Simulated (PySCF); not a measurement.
Vertical excitations of a molecule C2H8FNSi2 from TDDFT-CAM-B3LYP/def2-SVPD run with PySCF, as energy in eV (oscillator strength): 5.86 (0.077), 6.16 (0.245), 6.86 (0.020), 7.25 (0.011), 7.30 (0.001), 7.35 (0.008), 7.67 (0.002), 7.76 (0.010), 7.94 (0.021), 7.97 (0.002). Lowest triplet (TDA): 3.79 eV. Geometry optimised at TPSSh-D3(BJ)/def2-SVP. Other conformers were not sampled.

Task: Pick the molecule that these values belong to.
(A) CN1[SiH2]C[Si@H]1F
(B) CN1[SiH2]C(F)[SiH2]1
(C) N[SiH2]/C(F)=C\[SiH3]
(D) N[Si@@H]1C[C@H](F)[SiH2]1

Result: C, N[SiH2]/C(F)=C\[SiH3]
